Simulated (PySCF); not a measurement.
## Excitation energy of Pb by level of theory

Pb [Xe] 4f14 5d10 6s2 6p2 (3P) → Pb [Xe] 4f14 5d10 6s1 6p2 7s1 (5P), as a difference of total energies. Computed with PySCF 2.14 in aug-cc-pVQZ-DK3 (10s9p7d4f2g, 118 functions), with the spin-free X2C one-electron Hamiltonian (Gaussian nucleus). Correlated levels: valence: [Xe] 4f14 5d10 frozen. The calculations carry no spin-orbit coupling.

```tsv
method	excitation energy (eV)
UHF	9.583
MP2 (valence)	10.326
SCS-MP2 (valence)	10.599
CCSD (valence)	10.439
CCSD(T) (valence)	10.465
```

How much does correlation contribute at CCSD(T) (valence)?

10.465 − (9.583) = 0.882 eV, measured against UHF.

Spin-orbit coupling is strong in these open shells (close to jj coupling). The scalar numbers leave it out and a first-order estimate fails, so it can dominate the gap to the real levels.

The upper state lies above the first ionisation limit. A Rydberg-like electron needs more diffuse functions than a valence basis has.

The promoted electron is Rydberg-like, and one or two diffuse shells describe it only roughly, which tends to raise the upper state.
